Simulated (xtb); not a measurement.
Cl3FTi, SMILES [F][Ti]([Cl])([Cl])[Cl], multiplicity 1. All values are semi-empirical tight-binding results from xtb (GFN2-xTB unless named), good for trends rather than for accurate numbers. Coordinates come from a GFN2-xTB optimisation. The multiplicity is an assumed one; other spin states were not compared.

For metal compounds this method's bond lengths and energies can be far off.

The point group as xtb finds it is C3v. The orbital gap comes out as 3.15 eV and the zero-point energy is 3.6 kcal/mol. The G − E(el) at 298.15 K (modified RRHO) is -16.8 kcal/mol.
